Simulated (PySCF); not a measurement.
Telling isomers of C8H11P apart by NMR

PySCF 2.14.0 with density-fitted response routines calculation with GFN2-xTB structure and shielding tensors at PBE0/pcSseg-1 (GIAO); no solvent, averaged over atoms made equivalent by symmetry, fast rotation or ring inversion, one conformer, non-relativistic.

Chemical shifts δ = σref − σ; ¹H (σref 31.72), ¹³C (σref 186.93) against TMS, all at this level. Splittings of carbon signals by F and P are missing where no couplings were computed. Where no couplings were computed, multiplicities follow the n + 1 count of equivalent neighbours, and m marks all less simple cases (inequivalent or close neighbours, rings, F or P nearby). Shifts are as computed. Against solution values, carbons near 30 ppm lie about +3 ppm off and those near 130 ppm about +5 ppm. Of 1211 compounds with measured shifts, 218 miss one by over three times the rms of a fit or turn the order of signals round; such compounds aren't used in these exercises.

(1) Tabulate the signals of `C=Cc1c(C)ccp1C`, `CPc1cccc(C)c1`, `CCc1ccc(C)cp1` and their relative energies.

(2) What is the quickest way to tell CPc1cccc(C)c1 from CCc1ccc(C)cp1?

(3) What is the quickest way to tell C=Cc1c(C)ccp1C from CCc1ccc(C)cp1?

(4) What is the quickest way to tell C=Cc1c(C)ccp1C from CPc1cccc(C)c1?

Answers

(1) 
| SMILES | carbon types | δC | δH | E rel. (kcal/mol) |
| --- | --- | --- | --- | --- |
| C=Cc1c(C)ccp1C | 2×C 3×CH 1×CH2 2×CH3 | 159.0, 148.9, 148.6, 148.4, 137.9, 121.0, 17.0, 15.9 | 7.11 (m, 1H), 7.07 (m, 1H), 7.03 (m, 1H), 5.71 (m, 1H), 5.34 (m, 1H), 2.27 (s, 3H), 1.28 (m, 3H) | 27.1 |
| CPc1cccc(C)c1 | 2×C 4×CH 2×CH3 | 147.9, 143.4, 137.9, 134.8, 134.3, 133.3, 24.0, 13.9 | 7.65 (m, 1H), 7.49 (m, 1H), 7.46 (m, 1H), 7.34 (m, 1H), 4.14 (m, 1H), 2.49 (s, 3H), 1.33 (m, 3H) | 0.0 |
| CCc1ccc(C)cp1 | 2×C 3×CH 1×CH2 2×CH3 | 186.5, 164.7, 145.2, 138.9, 135.9, 38.1, 27.9, 25.7 | 8.88 (m, 1H), 7.98 (m, 1H), 7.60 (m, 1H), 3.02 (m, 2H), 2.64 (s, 3H), 1.28 (t, 3H) | 2.1 |

Energies are electronic energies at PBE0/pcSseg-1 on these geometries, without zero-point or thermal terms, each for the one conformer computed, which needn't be the lowest.

(2) Both give the same number of carbon signals, but DEPT or the intensities differ. The first has a methyl carbon bonded to P (CH3) at 13.9 ppm, the second an sp3 CH2 on an aromatic ring at 38.1 ppm. Their most deshielded carbons lie at 147.9 and 186.5 ppm. In the proton spectra the most deshielded non-exchanging signals are 7.65 (m, 1H) and 8.88 (m, 1H).

(3) Both give the same number of carbon signals, with the same numbers of each carbon type, so the positions decide. The first has a terminal =CH2 carbon at 121.0 ppm, the second an sp3 CH2 on an aromatic ring at 38.1 ppm. Their most deshielded carbons lie at 159.0 and 186.5 ppm. In the proton spectra the most deshielded non-exchanging signals are 7.11 (m, 1H) and 8.88 (m, 1H).

(4) Both give the same number of carbon signals, but DEPT or the intensities differ. The first has a terminal =CH2 carbon at 121.0 ppm, the second a methyl carbon on an aromatic ring (CH3) at 24.0 ppm. Their most deshielded carbons lie at 159.0 and 147.9 ppm. In the proton spectra the most deshielded non-exchanging signals are 7.11 (m, 1H) and 7.65 (m, 1H).
